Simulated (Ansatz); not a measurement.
```yaml
crystal:
  periodic: [false, false, false]
  atoms:
    - {symbol: F, position_ang: [-3.051986, -1.850973, 1.025988]}
    - {symbol: Hf, position_ang: [-2.518264, -0.857016, -0.506409]}
    - {symbol: F, position_ang: [-2.441252, -1.919423, -2.082235]}
    - {symbol: F, position_ang: [-3.588661, 0.689163, -0.791856]}
    - {symbol: C, position_ang: [-0.475869, -0.163475, -0.091247]}
    - {symbol: C, position_ang: [0.224873, 0.616926, -1.020117]}
    - {symbol: C, position_ang: [1.514392, 1.057966, -0.766465]}
    - {symbol: C, position_ang: [2.134301, 0.725551, 0.429748]}
    - {symbol: C, position_ang: [1.464333, -0.045705, 1.367883]}
    - {symbol: C, position_ang: [-0.235197, 0.943453, -1.966214]}
    - {symbol: H, position_ang: [-0.235197, 0.893453, -1.966214]}
    - {symbol: H, position_ang: [2.037316, 1.660960, -1.500362]}
    - {symbol: H, position_ang: [3.142815, 1.069078, 0.630865]}
    - {symbol: H, position_ang: [1.948386, -0.305513, 2.302743]}
    - {symbol: H, position_ang: [-0.329326, -1.086921, 1.859447]}
basis:
  gaussian: {orbitals: x2c-TZVPPall}
hamiltonian: {xc: {name: B3LYP5}}
output: {forces: true}
```

```sh
$ ansatz run in.yaml --threads 4 --pin off --events-out ev --progress --plain --max-ram 66560MiB --backend cuda --devices 0, --max-vram 37GiB
```

It prints (some lines left out):

```
Functional definition: B3LYP5
2779 factors; their error is unknown
mean field evaluation 1: about -423388.2596 eV, gradient 2.1e2 eV
mean field evaluation 2: about -422781.9688 eV, gradient 4.0e2 eV
mean field evaluation 4: about -423388.1103 eV, gradient 1.5e2 eV
mean field evaluation 8: about -423469.7269 eV, gradient 2.7e1 eV
mean field evaluation 16: about -423471.8095 eV, gradient 3.3e-1 eV
mean field evaluation 32: about -423472.1923 eV, gradient 2.1e-3 eV
mean field -423472.19228835 eV, -15562.3160268356 hartree, gradient 2.2e-5 eV, S^2 0.000000; 2 other end points of the search recorded, 0 dependent functions left out
reference -423472.19267204 eV, -15562.3160409359 hartree; 70, 70 occupied and 376, 376 virtual orbitals, 2779 factors
Total energy: -423472.19267204 eV, -15562.3160409359 hartree
Relativity: scalar
Atom 0 at    -3.051986    -1.850973     1.025988 Å, force    -0.078501    -0.054443    -0.045508 eV/Å
Atom 1 at    -2.518264    -0.857016    -0.506409 Å, force     0.659847     0.326036    -0.078489 eV/Å
Atom 2 at    -2.441252    -1.919423    -2.082235 Å, force    -0.166830    -0.088255     0.038942 eV/Å
Atom 3 at    -3.588661     0.689163    -0.791856 Å, force    -0.184104    -0.123445     0.093791 eV/Å
Atom 4 at    -0.475869    -0.163475    -0.091247 Å, force    -1.758157    -1.891987     2.185461 eV/Å
Atom 5 at     0.224873     0.616926    -1.020117 Å, force     9.150840    -3.157772    13.427467 eV/Å
Atom 6 at     1.514392     1.057966    -0.766465 Å, force     4.845486     1.303747     1.709544 eV/Å
Atom 7 at     2.134301     0.725551     0.429748 Å, force    -1.535961    -0.464501    -0.765694 eV/Å
Atom 8 at     1.464333    -0.045705     1.367883 Å, force    -1.235496    -0.374480    -0.348924 eV/Å
Atom 9 at    -0.235197     0.943453    -1.966214 Å, force    -2.808416 33146.545859   -19.164564 eV/Å
Atom 10 at    -0.235197     0.893453    -1.966214 Å, force    -7.664574 -33142.704749     3.595060 eV/Å
Atom 11 at     2.037316     1.660960    -1.500362 Å, force    -0.246229    -0.075214    -0.044711 eV/Å
Atom 12 at     3.142815     1.069078     0.630865 Å, force     0.041480    -0.117245     0.274244 eV/Å
Atom 13 at     1.948386    -0.305513     2.302743 Å, force    -0.638806    -0.249160     0.139794 eV/Å
Atom 14 at    -0.329326    -1.086921     1.859447 Å, force     1.619422     1.125608    -1.016413 eV/Å
Dipole moment:     1.014565     0.087389     0.678452 e Å
```

**Question.** Something in this input is off. What?

**Answer.** One atom was put on top of another. Self-consistency was reached. The result belongs to that input, not to the molecule as meant.

B3LYP here is the variant with VWN-RPA as its local correlation; programs differ in this.
